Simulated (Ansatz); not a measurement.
# Which is lower?

The two ends of one reaction step of GeH5Cl, singlet (PBE0-D4/def2-TZVP).

A:

```
7
angstrom
Ge -0.7438 0.6780 0.1956
H -0.0400 -0.4602 0.9613
H -1.4103 0.0938 -1.0542
H -1.7968 1.2992 1.1202
H 0.3013 1.7258 -0.2012
H 1.4320 -1.4697 -0.0620
Cl 2.2576 -1.8668 -0.9597
```

B:

```xyz
7
angstrom
Ge -0.3377 0.7828 -0.8303
H 0.4127 -1.7077 2.4726
H -1.4112 0.5134 -1.8893
H -0.8817 0.6052 0.5902
H 0.3175 2.1540 -1.0222
H 0.6947 -1.6491 1.7833
Cl 1.2057 -0.6985 -1.1044
```

Program: Ansatz 0.2.0. Basis: def2-TZVPP. Cores are frozen in the correlated methods. Filled d shells of the heavier atoms are correlated. The def2 sets are not built for correlating such inner shells, so the correlated values are less sure here. B3LYP uses VWN-RPA correlation.

Problem. Which structure is lower at CCSD(T), and by how much? (To be estimated.)

Solution. Computed: B, by 10.45 kcal/mol (electronic energy, against the other). By their contacts, A is a complex of GeH₄ + HCl and B is a complex of GeH₃Cl ([Cl][GeH3]) + H₂.

All methods give the same order:

```tsv
method	E(B) − E(A) (kcal/mol)
SPW92	-8.07
PBE-D4	-10.94
BLYP-D4	-11.44
r2SCAN-D4	-11.87
B97M-V	-10.45
PBE0-D4	-11.03
B3LYP-D4	-11.30
r2SCAN0-D4	-11.73
BHLYP-D4	-11.64
CAM-B3LYP-D4	-10.30
wB97X-V	-11.52
wB97M-V	-11.55
B2PLYP	-11.32
PBE-QIDH	-11.57
RPA on PBE	-10.09
HF	-11.84
MP2	-12.30
CCSD	-10.07
CCSD(T)	-10.45
```

The T1 diagnostic stays at or below 0.011.

Labels in which every atom is bracketed show which atoms are joined, not bond orders.

For scale, one of the runs: CCSD(T)/def2-TZVPP, 160 basis functions, launched by `ansatz run in.yaml --threads 2 --pin off --events-out ev --progress --plain --max-ram 4352MiB`. Hardware: 2 CPU threads of an Arm Neoverse V2, shared host. Wall time 22 s; peak host memory 1.1 GiB.
